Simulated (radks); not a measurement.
Excited configurations of the neon ion Ne4+: one electron is placed in a higher orbital outside [He] 2s2 2p1. The ground configuration is [He] 2s2 2p2. All-electron calculation, scalar-relativistic Kohn-Sham, PBE, spin-polarised, spherical densities, point nucleus; open shells are filled with parallel spins first. Program: a radial shooting solver on a logarithmic mesh with Libxc functionals. Excitation = E - E(ground); binding = E(ion) - E, where the ion is the core of charge +5; n* = 5/sqrt(2 binding) in atomic units, and the quantum defect is n - n*.

outer orbital  excitation (eV)  binding (eV)     n*  quantum defect  eigenvalue (eV)  <r> (bohr)
3p                      79.771        47.256  2.683           0.317          -42.531       2.012
4p                      101.43        25.596  3.645           0.355          -23.298       3.880
4d                      103.67        23.357  3.816           0.184          -21.022       3.847
5s                      110.01        17.022  4.470           0.530          -15.667       6.118
5p                      111.02        16.009  4.610           0.390          -14.694       6.315
5d                      112.08        14.945  4.771           0.229          -13.636       6.368
6s                      115.51        11.522  5.433           0.567          -10.649       9.049
6p                      116.07        10.958  5.571           0.429          -10.110       9.328
7s                      118.71         8.320  6.394           0.606           -7.714       12.56
7p                      119.05         7.974  6.531           0.469           -7.385       12.92

The Delta-SCF ionisation energy is 127.03 eV (NIST Atomic Spectra Database: 126.25 eV, measured). Self-interaction in the functional shifts the binding energies and quantum defects, so they are the method's values and not measured ones. Open shells are spherical and high-spin; term and fine-structure splittings are not resolved.
